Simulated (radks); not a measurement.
Results of a calculation; reference values are marked as such.
The mean radii <r> (bohr) of the occupied orbitals of an atom or ion are listed with their occupations. Level of theory: Dirac Kohn-Sham, LDA (Slater exchange, Perdew-Wang correlation), spin-unpolarised, spherical densities, point nucleus (a radial shooting solver on a logarithmic mesh with Libxc functionals).

| orbital | occ. | <r> |
|---|---|---|
| 1s1/2 | 2 | 0.04034 |
| 2s1/2 | 2 | 0.1778 |
| 2p1/2 | 2 | 0.1523 |
| 2p3/2 | 4 | 0.1564 |
| 3s1/2 | 2 | 0.5066 |
| 3p1/2 | 2 | 0.5057 |
| 3p3/2 | 4 | 0.5158 |
| 3d3/2 | 4 | 0.5074 |
| 3d5/2 | 5 | 0.5108 |
| 4s1/2 | 2 | 1.315 |
| 4p1/2 | 2 | 1.438 |
| 4p3/2 | 1 | 1.461 |
| 4d3/2 | 1 | 1.856 |

Name the element and its charge. Open shells, if any, fill j = l - 1/2 first.

Answer. Z = 37, rubidium, charge +4: Rb4+ in [Ar] 3d9 4s2 4p3 4d1. The 1s radius gives Z: for a bare nucleus <r> = (2 gamma + 1)/(2Z) with gamma = sqrt(1 - (Z/c)^2), 0.03954 bohr for Z = 37, and screening makes it slightly larger (0.04034 here). The occupations add up to 33, and the charge is Z minus that.
